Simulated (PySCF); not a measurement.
**How methods differ on the excitation energy of Tc²⁺**

Tc²⁺ [Kr] 4d5 (6S) → Tc²⁺ [Kr] 4d4 5p1 (high-spin determinant), as a difference of total energies. Computed with PySCF 2.14 in x2c-TZVPPall with one added diffuse shell each of s, p, d, f type (9s7p7d3f1g, 95 functions), with scalar relativity by spin-free X2C-1e. Correlated levels: valence and next inner shell: [Ar] 3d10 frozen. The calculations carry no spin-orbit coupling.

```csv
method,excitation energy (eV)
UHF,11.208
MP2 (valence and next inner shell),11.563
SCS-MP2 (valence and next inner shell),11.428
CCSD (valence and next inner shell),11.436
CCSD(T) (valence and next inner shell),11.431
```

How much does correlation contribute at CCSD(T) (valence and next inner shell)?

11.431 − (11.208) = 0.223 eV, measured against UHF.

A first-order spin-orbit estimate (lowest level to lowest level, LS coupling) adds -0.298 eV.

The determinant of the upper state mixes LS terms, which raises its energy above the lowest term, most at the Hartree-Fock and MP2 levels.
